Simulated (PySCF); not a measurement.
Sr(F)2 cation (F2Sr), SMILES [F][Sr][F] (connectivity only; charge and spin as stated), charge +1, multiplicity 2.

Coordinates come from a B3LYP-D3(BJ)/def2-TZVP optimisation. The multiplicity is an assumed one; other spin states were not compared. The isomer is the one that the SMILES or the coordinates give; other isomers of the formula were not compared. The def2 effective core potentials stand for the cores of Sr; spin–orbit coupling is left out.

The numbers are results of r2SCAN/def2-TZVPD run with PySCF, not measurements.

Gas-phase values at a fixed geometry.

```yaml
total_energy: -230.20828 hartree
point_group: C2v
"α spin, highest occupied and lowest empty level": -14.08 and -6.42 eV
"β spin, highest occupied and lowest empty level": -13.61 and -11.07 eV
dipole_moment_about_the_centre_of_nuclear_charge: 8.72 D
mean_static_polarisability: 25.0 bohr³ (3.70 Å³)
polarisability_principal_values: 15.1, 24.3, 35.5 bohr³
"⟨S²⟩": 0.757 (pure state 0.75)
```
